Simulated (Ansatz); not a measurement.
Steps of a relaxation of CH5BF2OSi (`COB(F)[SiH2]F`) with RKS PBE-D4/def2-SVP.

```sh
$ ansatz run in.yaml --threads 4 --pin off --events-out ev --progress --plain --max-ram 10444MiB
```

```yaml
crystal:
  periodic: [false, false, false]
  atoms:
    - {symbol: C, position_ang: [-1.424700, -0.979400, -0.583700]}
    - {symbol: O, position_ang: [-1.174600, 0.437600, -0.591300]}
    - {symbol: B, position_ang: [-0.267700, 0.712900, 0.499500]}
    - {symbol: F, position_ang: [-0.667500, 1.067600, 1.817900]}
    - {symbol: Si, position_ang: [1.683000, 0.682900, 0.178900]}
    - {symbol: F, position_ang: [2.401200, -0.443400, 1.196700]}
    - {symbol: H, position_ang: [-0.539300, -1.552100, -0.780400]}
    - {symbol: H, position_ang: [-1.937800, -1.231600, 0.341700]}
    - {symbol: H, position_ang: [-2.178300, -1.116300, -1.383000]}
    - {symbol: H, position_ang: [2.243000, 2.019200, 0.512800]}
    - {symbol: H, position_ang: [1.928100, 0.345500, -1.188400]}
basis:
  gaussian: {orbitals: def2-SVP}
hamiltonian: {xc: pbe, dispersion: d4}
relax: {f_tol: 0.03, max_steps: 200}
```

Positions (Å) and forces (eV/Å) along the path, 13 of 30 steps:

```xyz
11
step=1 energy=-17132.4377 eV
C    -1.425   -0.979   -0.584   -1.733    1.430   -0.716
O    -1.175    0.438   -0.591    1.578    0.688    2.658
B    -0.268    0.713    0.499   -2.087    0.489    0.453
F    -0.667    1.068    1.818    0.094   -0.717   -2.592
Si    1.683    0.683    0.179    0.578   -0.352    1.700
F     2.401   -0.443    1.197   -0.291    0.506   -0.576
H    -0.539   -1.552   -0.780    1.039   -0.866   -0.122
H    -1.938   -1.232    0.342   -0.060   -0.638    0.706
H    -2.178   -1.116   -1.383    0.158   -0.391   -0.173
H     2.243    2.019    0.513    0.250    0.278    0.002
H     1.928    0.345   -1.188    0.474   -0.428   -1.340
11
step=2 energy=-17132.8742 eV
C    -1.475   -0.965   -0.580   -0.678    0.731   -0.247
O    -1.221    0.460   -0.497    0.867   -0.326    1.260
B    -0.284    0.739    0.509   -1.462    0.185    0.374
F    -0.743    1.044    1.775    0.413   -0.252   -1.350
Si    1.711    0.701    0.184    0.448   -0.165    0.677
F     2.417   -0.413    1.204   -0.246    0.295   -0.311
H    -0.557   -1.529   -0.799    0.309   -0.261   -0.013
H    -1.959   -1.332    0.349    0.135   -0.105    0.063
H    -2.201   -1.121   -1.404    0.106   -0.019   -0.050
H     2.333    2.036    0.485    0.026    0.073   -0.010
H     2.044    0.322   -1.207    0.083   -0.158   -0.390
11
step=5 energy=-17133.1722 eV
C    -1.463   -0.990   -0.632    0.395    0.334    0.274
O    -1.382    0.386   -0.161    0.045   -1.039    0.247
B    -0.347    0.800    0.626    0.084   -0.041    0.037
F    -0.660    1.447    1.769    0.026    0.068   -0.385
Si    1.678    0.634    0.211   -0.166    0.084   -0.180
F     2.389   -0.397    1.279    0.023   -0.082    0.058
H    -0.470   -1.387   -1.007   -0.453    0.319    0.221
H    -1.815   -1.655    0.212    0.161    0.392   -0.521
H    -2.195   -1.025   -1.462    0.025    0.012    0.067
H     2.330    1.987    0.375   -0.039   -0.057    0.000
H     2.002    0.142   -1.189   -0.101    0.010    0.182
11
step=11 energy=-17133.4702 eV
C    -1.339   -1.020   -0.552   -0.008   -0.014   -0.011
O    -1.440    0.137    0.260    0.027    0.033    0.000
B    -0.397    0.898    0.666   -0.019   -0.079    0.033
F    -0.714    1.948    1.439    0.014    0.005   -0.014
Si    1.579    0.592    0.197    0.074   -0.021    0.039
F     2.197   -0.662    1.084   -0.122    0.100   -0.081
H    -0.303   -1.210   -0.907    0.006    0.003    0.022
H    -1.685   -1.902    0.025    0.001   -0.007    0.001
H    -1.998   -0.899   -1.436   -0.002   -0.003    0.010
H     2.394    1.820    0.500    0.008   -0.019    0.007
H     1.770    0.240   -1.257    0.022    0.001   -0.006
11
step=12 energy=-17133.4766 eV
C    -1.321   -1.034   -0.524   -0.020    0.008   -0.023
O    -1.442    0.140    0.263    0.047    0.029   -0.009
B    -0.408    0.923    0.646   -0.015   -0.053    0.051
F    -0.733    1.990    1.395    0.022   -0.019   -0.044
Si    1.568    0.606    0.181    0.187   -0.172    0.132
F     2.118   -0.742    0.990   -0.183    0.322   -0.214
H    -0.275   -1.232   -0.847   -0.013   -0.010    0.033
H    -1.685   -1.903    0.061    0.015   -0.003   -0.006
H    -1.955   -0.929   -1.429    0.012   -0.006    0.026
H     2.431    1.780    0.583   -0.068   -0.121   -0.029
H     1.767    0.343   -1.297    0.017    0.026    0.080
11
step=17 energy=-17133.5402 eV
C    -1.301   -1.126   -0.355   -0.075   -0.162    0.096
O    -1.474    0.136    0.280    0.604    0.294   -0.032
B    -0.424    0.974    0.508   -0.552    0.375    0.127
F    -0.762    2.182    1.024    0.170   -0.383   -0.128
Si    1.567    0.668    0.108   -0.101   -0.122   -0.022
F     1.885   -0.952    0.276    0.057    0.045   -0.011
H    -0.232   -1.420   -0.417   -0.074   -0.042   -0.005
H    -1.851   -1.887    0.236    0.037   -0.024   -0.041
H    -1.743   -1.094   -1.372    0.011    0.023   -0.011
H     2.479    1.421    1.042   -0.071   -0.033   -0.017
H     1.922    1.042   -1.311   -0.005    0.029    0.045
11
step=18 energy=-17133.5570 eV
C    -1.304   -1.135   -0.341   -0.060   -0.058    0.044
O    -1.462    0.152    0.254    0.281    0.042    0.002
B    -0.424    0.988    0.496   -0.271    0.081   -0.033
F    -0.753    2.185    1.021    0.087   -0.139   -0.053
Si    1.559    0.664    0.093    0.103   -0.005    0.029
F     1.902   -0.958    0.211   -0.024    0.107   -0.028
H    -0.243   -1.459   -0.378   -0.054    0.018    0.000
H    -1.878   -1.872    0.259    0.018    0.033   -0.029
H    -1.728   -1.119   -1.367    0.018    0.000    0.020
H     2.443    1.394    1.073   -0.042   -0.057   -0.038
H     1.952    1.103   -1.301   -0.056   -0.023    0.085
11
step=21 energy=-17133.5684 eV
C    -1.320   -1.166   -0.300    0.012    0.016    0.004
O    -1.446    0.151    0.233   -0.086   -0.068    0.005
B    -0.418    0.993    0.447    0.124    0.055   -0.086
F    -0.729    2.216    0.910   -0.068    0.006    0.031
Si    1.570    0.683    0.087    0.069   -0.074    0.014
F     1.905   -0.943    0.024   -0.008    0.079   -0.010
H    -0.269   -1.520   -0.301   -0.014    0.012    0.001
H    -1.935   -1.854    0.314   -0.001    0.011   -0.001
H    -1.713   -1.178   -1.337   -0.002   -0.005    0.023
H     2.420    1.282    1.177   -0.011   -0.023   -0.039
H     1.999    1.280   -1.233   -0.015   -0.009    0.058
11
step=22 energy=-17133.5707 eV
C    -1.327   -1.181   -0.277    0.011    0.031    0.004
O    -1.444    0.149    0.224   -0.071   -0.041   -0.020
B    -0.418    1.001    0.408    0.100    0.044    0.017
F    -0.732    2.231    0.857   -0.048   -0.025   -0.017
Si    1.576    0.692    0.079    0.150   -0.086   -0.032
F     1.900   -0.933   -0.079   -0.028    0.164    0.004
H    -0.279   -1.543   -0.266   -0.009    0.009   -0.002
H    -1.953   -1.847    0.351    0.013    0.014   -0.008
H    -1.716   -1.214   -1.316   -0.002   -0.007    0.026
H     2.409    1.213    1.227   -0.065   -0.046   -0.081
H     2.051    1.374   -1.187   -0.049   -0.057    0.109
11
step=24 energy=-17133.5749 eV
C    -1.327   -1.185   -0.261   -0.005    0.016    0.014
O    -1.446    0.156    0.207   -0.004   -0.018   -0.025
B    -0.417    1.010    0.384   -0.002   -0.018   -0.006
F    -0.743    2.247    0.800    0.002    0.009    0.002
Si    1.579    0.690    0.081    0.020   -0.026    0.000
F     1.895   -0.921   -0.159   -0.008    0.021    0.000
H    -0.276   -1.537   -0.264   -0.006    0.001   -0.005
H    -1.934   -1.840    0.395    0.015    0.007   -0.006
H    -1.737   -1.249   -1.291    0.000    0.003    0.021
H     2.395    1.140    1.262   -0.005   -0.002    0.016
H     2.077    1.432   -1.132   -0.006    0.008   -0.010
11
step=25 energy=-17133.5761 eV
C    -1.330   -1.192   -0.241   -0.036   -0.009   -0.004
O    -1.445    0.163    0.186    0.031   -0.009   -0.036
B    -0.414    1.018    0.343   -0.068   -0.023    0.010
F    -0.744    2.268    0.722    0.034   -0.010   -0.003
Si    1.587    0.690    0.080   -0.004    0.022    0.015
F     1.892   -0.904   -0.265    0.008    0.050    0.007
H    -0.275   -1.533   -0.276   -0.017   -0.006   -0.004
H    -1.904   -1.833    0.461    0.042    0.032   -0.033
H    -1.781   -1.295   -1.251    0.023    0.013    0.066
H     2.359    1.045    1.327   -0.017   -0.018   -0.075
H     2.120    1.517   -1.066    0.004   -0.042    0.057
11
step=26 energy=-17133.5771 eV
C    -1.330   -1.193   -0.240   -0.033   -0.014   -0.003
O    -1.448    0.165    0.179    0.035   -0.013   -0.034
B    -0.417    1.020    0.337   -0.060   -0.003    0.019
F    -0.747    2.270    0.712    0.033   -0.010   -0.005
Si    1.585    0.690    0.083    0.019   -0.011   -0.002
F     1.892   -0.901   -0.275   -0.005    0.036    0.010
H    -0.275   -1.528   -0.288   -0.012   -0.001   -0.004
H    -1.890   -1.832    0.474    0.030    0.025   -0.024
H    -1.796   -1.305   -1.242    0.018    0.011    0.051
H     2.359    1.034    1.329   -0.019   -0.010   -0.019
H     2.133    1.523   -1.048   -0.006   -0.010    0.011
11
step=30 energy=-17133.5787 eV
C    -1.331   -1.194   -0.236    0.000   -0.002    0.004
O    -1.450    0.173    0.144   -0.005   -0.001   -0.005
B    -0.419    1.026    0.309    0.006    0.000   -0.006
F    -0.743    2.283    0.664   -0.002   -0.001    0.003
Si    1.585    0.688    0.091    0.006   -0.016   -0.005
F     1.892   -0.889   -0.320   -0.003    0.017    0.004
H    -0.275   -1.507   -0.358   -0.004   -0.001   -0.001
H    -1.815   -1.822    0.539    0.005    0.004   -0.004
H    -1.872   -1.348   -1.192    0.002    0.004    0.005
H     2.326    0.976    1.370   -0.002    0.000    0.000
H     2.169    1.559   -0.990   -0.003   -0.002    0.003
```

It took 44 s on 4 threads of an Arm Neoverse V1 on a shared host, with 0.19 GiB of host memory at the peak.
